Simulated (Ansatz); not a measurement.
Correlation energies of C4H8Si (`CCC1=C[SiH2]1`) by basis set

```xyz
13

C     1.482   -1.230   -0.169
C     0.804    0.004   -0.741
C    -0.420    0.407   -0.010
C    -1.123   -0.021    1.039
Si   -1.867    1.452    0.313
H     2.376   -1.487   -0.740
H     1.780   -1.067    0.869
H     0.809   -2.091   -0.190
H     0.538   -0.153   -1.793
H     1.495    0.855   -0.749
H    -1.043   -0.838    1.746
H    -3.089    1.380   -0.527
H    -1.742    2.788    0.950
```

Total charge 0; spin multiplicity 1. The geometry is a stationary point of PBE0-D4/def2-TZVP. It is one conformer, not always the lowest. Frozen core, restricted reference, the Gaussian-basis code of Ansatz. CBS rows extrapolate triple and quadruple zeta; past MP2 they add the triple-zeta difference.

| basis | HF (Eh) | MP2 corr. | CCSD corr. | (T) | CCSD(T) total |
| --- | --- | --- | --- | --- | --- |
| def2-TZVPP | -445.06087 | -0.78384 | -0.83255 | -0.03750 | -445.93092 |
| def2-QZVPP | -445.07693 | -0.83419 | – | – | – |
| CBS(def2) | -445.07914 | -0.87149 | -0.92020 | as TZ | -446.03684 |
